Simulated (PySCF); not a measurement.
## Computed properties of MoF6, SMILES [F][Mo]([F])([F])([F])([F])[F], multiplicity 1

MoF6, SMILES [F][Mo]([F])([F])([F])([F])[F], multiplicity 1. Geometry optimised at B3LYP-D3(BJ)/def2-SVP. The multiplicity is an assumed one; no other spin state was optimised. The isomer is the one that the SMILES or the coordinates give; other isomers of the formula were not compared. The def2 effective core potentials stand for the cores of Mo; spin–orbit coupling is left out. Other conformers were not sampled. All values are computed for the isolated molecule unless a solvent is named; none is compared with measurement here.

**Structure.** The optimised structure has Oh symmetry. All 15 harmonic modes at B3LYP-D3(BJ)/def2-SVP (PySCF) are real, so it is a minimum. With heavy atoms numbered as in [Mo:1]([F:2])([F:3])([F:4])([F:5])([F:6])[F:7], the shortest bond between them is Mo1–F2 at 1.828 Å and the longest Mo1–F7 at 1.828 Å.

**Vibrations.** The strongest infrared lines (harmonic, unscaled, degenerate partners summed) lie at 760 cm⁻¹ (892 km/mol, F 71 %, Mo 29 %), 260 cm⁻¹ (97 km/mol, F 74 %, Mo 26 %). The softest mode is at 129 cm⁻¹ and the zero-point energy is 9.2 kcal/mol.

**Electronic structure.** PBE0/def2-TZVP (PySCF) places the frontier levels at -12.81 and -5.85 eV, a gap of 6.96 eV, and gives a dipole moment of 0.00 D and a mean polarisability of 45.3 bohr³. PBE/def2-TZVP (PySCF) at the same geometry gives -10.67 and -6.19 eV, so its gap is 2.48 eV narrower. An orbital gap is neither the optical nor the fundamental gap.

**Excitations.** TDA-CAM-B3LYP/def2-SVPD (PySCF) has S1 at 5.15 eV (241 nm, f = 0.000, dark); the most intense of the 10 singlets computed lies at 5.83 eV (f = 0.00). Strengths of degenerate partners are summed. T1 (TDA) is at 4.64 eV, 0.51 eV under S1. TDA-PBE/def2-SVPD (PySCF) puts S1 at 4.45 eV. No vertical singlet excitation falls in the visible range (under 3.1 eV).
